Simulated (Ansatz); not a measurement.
Computed with Ansatz on PBE0-D4/def2-TZVP structures; ΔE is electronic, products minus reactants. CCSD(T)/CBS is the MP2 limit (def2-TZVPP, def2-QZVPP) plus CCSD(T) − MP2 in def2-TZVPP, frozen cores. This one scheme is used for every species. DFT in def2-TZVPP. Each species was taken in one conformer, which may not be the lowest.

Consider the hydrogenolysis of the Si–Cl bond: `Cl[SiH2]O[SiH](Cl)Cl` + H₂ → `Cl[SiH2]O[SiH2]Cl` + HCl.

| level | ΔE (kcal/mol) |
| --- | --- |
| ωB97X-V | 19.6 |
| ωB97M-V | 20.4 |
| CCSD(T)/def2-TZVPP | 18.7 |
| HF/def2-QZVPP | 15.8 |

Question: What does CCSD(T)/CBS give? (An estimate is asked.)

Answer: Ansatz gave: +20.0 kcal/mol. The listed levels differ from it by -0.4, 0.4, -1.3, -4.2 kcal/mol.

Largest T1 diagnostic among the species: 0.010.

In def2-TZVPP, CCSD(T) changes the Hartree–Fock value by +2.9 kcal/mol (the triples alone add +1.0 kcal/mol) and MP2 by +5.3 kcal/mol. The D4 term adds +2.4 kcal/mol with B3LYP and +1.3 kcal/mol with PBE0; it sums over pairs of atoms, weighted by their polarisabilities, and B3LYP, whose exchange is more repulsive, gets the larger term.

B3LYP here is the variant with VWN-RPA as its local correlation; programs differ in this.
